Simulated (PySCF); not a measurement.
Compound: C5H6OS.
Structure used (GFN2-xTB), in Å, numbered top down from 1:
```xyz
13
C5H6OS angstrom
C     -2.500   -0.073   -0.051
S     -1.388    1.363    0.003
C      0.140    0.564   -0.283
C      1.400    1.086   -0.362
C      2.252   -0.018   -0.609
C      1.452   -1.114   -0.661
O      0.160   -0.769   -0.463
H     -3.500    0.310    0.123
H     -2.222   -0.775    0.729
H     -2.438   -0.542   -1.028
H      1.671    2.115   -0.257
H      3.315    0.009   -0.730
H      1.654   -2.154   -0.822
```

Method used: PBE0/pcSseg-1 in PySCF (dipole) on a GFN2-xTB geometry, gas phase.

Take the most abundant isotopes and a rigid rotor. The values belong to one conformer with, in the numbering `[CH3:1][S:2][c:3]1[cH:4][cH:5][cH:6][o:7]1`, C1–S2–C3–C4 180°.

**Question.** What are A, B and C (cm⁻¹)?

**Answer.** Ia = 87.73, Ib = 309.81, Ic = 394.32 u·Å²; 505379 MHz·u·Å²/I gives 5761, 1631 and 1282 MHz, that is A = 0.19216, B = 0.05441, C = 0.04275 cm⁻¹.

**Question.** What kind of rotor is it?

**Answer.** An asymmetric top; Ray's κ = -0.844.

**Question.** Is it planar, by Δ = Ic − Ia − Ib?

**Answer.** Not planar: Δ = Ic − Ia − Ib = -3.21 u·Å². For a rigid frame Δ = −2 Σ m c², so Σ m c² = 1.61 u·Å² lies off the ab plane, practically all of it from hydrogen. The atom farthest from that plane is 0.89 Å away.

**Question.** Give the other two planar moments, Paa and Pbb, and the rms extents of the mass along the axes.

**Answer.** Paa = Σ m a² = (Ib + Ic − Ia)/2 = 308.20 and Pbb = Σ m b² = (Ia + Ic − Ib)/2 = 86.12 u·Å². With the mass M = 114.01 u, the rms extents √(P/M) along a, b and c are 1.64, 0.87, 0.12 Å.

**Question.** List the rotational levels J(Ka,Kc) to J = 3 (K).

**Answer.** Above 0(0,0), as E/k:
J = 1: 1(0,1) 0.140, 1(1,1) 0.338, 1(1,0) 0.355
J = 2: 2(0,2) 0.418, 2(1,2) 0.601, 2(1,1) 0.651, 2(2,1) 1.246, 2(2,0) 1.247
J = 3: 3(0,3) 0.834, 3(1,3) 0.994, 3(1,2) 1.095, 3(2,2) 1.665, 3(2,1) 1.670, 3(3,1) 2.699, 3(3,0) 2.699

**Question.** Which types of transition are allowed, and where do some lines up to J = 4 fall?

**Answer.** The dipole components are |μa| = 0.07 D, |μb| = 1.12 D, |μc| = 0.00 D; the mirror of this Cs structure is the ab plane, so μc vanishes by symmetry (the 0.01 D computed is a residue) and there are no c-type lines. The squared components, which scale the intensities, stand as 0.00 : 1.00 (a : b). Some lines, for components of 0.1 D or more:

```csv
type,branch,"J(Ka,Kc)",MHz,lower level (cm⁻¹)
b,R,"4(1,3) ← 3(2,2)",428,1.157
b,R,"2(0,2) ← 1(1,1)",1675,0.235
b,R,"3(0,3) ← 2(1,2)",4853,0.418
b,Q,"4(1,3) ← 4(0,4)",6308,0.961
b,R,"2(1,2) ← 1(0,1)",9606,0.097
b,Q,"4(2,2) ← 4(1,3)",11521,1.172
b,R,"2(2,0) ← 1(1,1)",18935,0.235
b,Q,"4(3,1) ← 4(2,2)",21283,1.556
b,Q,"4(3,2) ← 4(2,3)",21591,1.545
b,R,"4(2,2) ← 3(1,3)",25924,0.691
b,Q,"4(4,1) ← 4(3,2)",30093,2.266
b,R,"3(3,0) ← 2(2,1)",30274,0.866
b,R,"4(3,2) ← 3(2,1)",33120,1.161
b,R,"4(4,1) ← 3(3,0)",41784,1.876
b,R,"4(4,0) ← 3(3,1)",41785,1.876
```

**Question.** Estimate the classical rotational partition function at 10 K, 100 K and 298.15 K.

**Answer.** Point group Cs, symmetry number σ = 1; q = (√π/σ)·√((kT/h)³/(ABC)), k/h = 20836.6 MHz/K: 1540 at 10 K, 48600 at 100 K, 250000 at 298.15 K.

Not checked by GFN2-xTB frequencies. These are rigid-rotor constants of the computed structure; measured ground-state constants (B0) also hold zero-point vibration. A rigid rotor knows nothing of internal rotation, which can split or shift real lines.
